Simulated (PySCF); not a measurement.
C6H12BP.
Geometry (PBE0-D3(BJ)/def2-SVP, Å), atoms numbered from 1 in this order:
```
atom  x, y, z in Å
B1    -1.014    2.373   -0.712
P2    -0.623    0.561   -0.280
C3     1.069    0.131   -0.105
C4     2.263   -0.081   -0.002
C5     3.685   -0.332    0.123
C6    -1.489   -0.342    1.086
C7    -1.615   -1.582    0.175
C8    -1.389   -0.868   -1.175
H9    -2.237    2.357   -0.779
H10   -0.572    3.025    0.222
H11   -0.455    2.579   -1.779
H12    3.935   -1.358   -0.187
H13    4.260    0.367   -0.503
H14    4.012   -0.202    1.166
H15   -0.959   -0.456    2.040
H16   -2.452    0.161    1.262
H17   -0.797   -2.290    0.375
H18   -2.565   -2.132    0.261
H19   -0.783   -1.380   -1.933
H20   -2.325   -0.513   -1.635
```

NICS is the negative of the GIAO shielding at a point without a nucleus: at the ring centre (0) and 1 Å above and below it (1); zz is the component along the ring normal. Level: GIAO KT3/pcSseg-1 (PySCF, non-relativistic, gas phase) on the PBE0-D3(BJ)/def2-SVP geometry, one conformer.

Ring bond lengths (Å): P2–C6 1.852, C6–C7 1.544, C7–C8 1.544, C8–P2 1.852.

What do the NICS probes read (ppm)?

| ring | type | NICS(0) | NICS(1), two faces | NICS(1)zz, two faces | rms pucker (Å) | centre to ring atoms, mean (Å) |
| --- | --- | --- | --- | --- | --- | --- |
| P2–C6–C7–C8 | 4-membered ring with P; formal bonds all single | 0.6 | -1.1 / -0.2 | 4.4 / 5.1 | 0.12 | 1.19 |

What do they say, and how far can they be read as aromaticity?

- P2–C6–C7–C8: mean NICS(1)zz 4.7 ppm, deshielded. P2, C6, C7, C8 have four or more neighbours; no verdict on aromaticity is drawn.

How shielded are the nuclei of the rings and their hydrogens (means over atoms taken as equivalent)?

```json
{"atoms": "P2", "environment": "phosphorus bonded to B and 3 C", "σ isotropic (ppm)": "307.9", "principal values of the symmetric part, first atom (ppm)": "200.4, 322.4, 401.0"}
{"atoms": "C6 (×2)", "environment": "sp3 carbon bound to phosphorus", "σ isotropic (ppm)": "150.9", "principal values of the symmetric part, first atom (ppm)": "134.6, 148.5, 169.7"}
{"atoms": "C7", "environment": "four-membered-ring carbon", "σ isotropic (ppm)": "155.9", "principal values of the symmetric part, first atom (ppm)": "135.4, 160.8, 171.5"}
{"atoms": "H15 (×2)", "environment": "methylene hydrogen", "σ isotropic (ppm)": "29.30", "principal values of the symmetric part, first atom (ppm)": "26.0, 27.2, 34.7"}
{"atoms": "H16 (×2)", "environment": "methylene hydrogen", "σ isotropic (ppm)": "29.02", "principal values of the symmetric part, first atom (ppm)": "26.6, 27.5, 33.0"}
{"atoms": "H17", "environment": "methylene hydrogen", "σ isotropic (ppm)": "28.47", "principal values of the symmetric part, first atom (ppm)": "26.1, 26.7, 32.6"}
{"atoms": "H18", "environment": "methylene hydrogen", "σ isotropic (ppm)": "28.98", "principal values of the symmetric part, first atom (ppm)": "24.9, 25.9, 36.1"}
```

How do the values depend on the level or the medium?

| level | NICS(0), P2–C6–C7–C8 | mean NICS(1)zz, P2–C6–C7–C8 |
| --- | --- | --- |
| KT3/pcSseg-1, gas | 0.6 | 4.7 |
| PBE0/pcSseg-1, gas | 0.1 | 4.4 |
| PBE0/pcSseg-1, IEF-PCM acetone | 0.1 | 4.5 |
| PBE0/pcSseg-1, IEF-PCM chloroform | 0.1 | 4.5 |

The geometry is the same throughout; the continuum's cavity takes Bondi-type radii × 1.2.

On one thread of an Arm Neoverse V1, shared host with 32 logical CPUs at a one-minute load of 26, this took 50 s and 0.91 GiB of memory at its peak. This is the whole shielding run at KT3/pcSseg-1, SCF included.
